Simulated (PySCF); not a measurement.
Molecule: SMILES N#Cc1ccccn1, C6H4N2.

Atom-mapped SMILES (the numbers label the heavy atoms): `[N:1]#[C:2][c:3]1[cH:4][cH:5][cH:6][cH:7][n:8]1`. Hydrogens are named by the atom that carries them.

Geometry PBE0-D3(BJ)/def2-SVP throughout; GIAO in PySCF 2.14, gas phase, one conformer, non-relativistic; equivalent atoms averaged; basis pcSseg-1.

For orientation, wB97X-D gives these shifts δ (against NH3, TMS at the same level): N8 368.4, C7 157.4, C3 141.6, C6 131.8, C2 123.2, H(C7) 8.85, H(C5) 7.87, H(C4) 7.67, H(C6) 7.40 ppm.

A run gave: N8 342.7, C7 147.6, C3 131.1, C6 122.7, C2 117.3, H(C7) 8.87, H(C5) 7.78, H(C4) 7.57, H(C6) 7.27 ppm (shifts δ (against NH3, TMS at the same level)).

**Question.** Which functional was used in that run?
A. OPBE
B. CAM-B3LYP
C. BLYP
D. BHandHLYP

**Answer.** A. N8 tells them apart best: OPBE gives 342.7, BHandHLYP gives 379.3, BLYP gives 368.4, CAM-B3LYP gives 378.8 ppm.
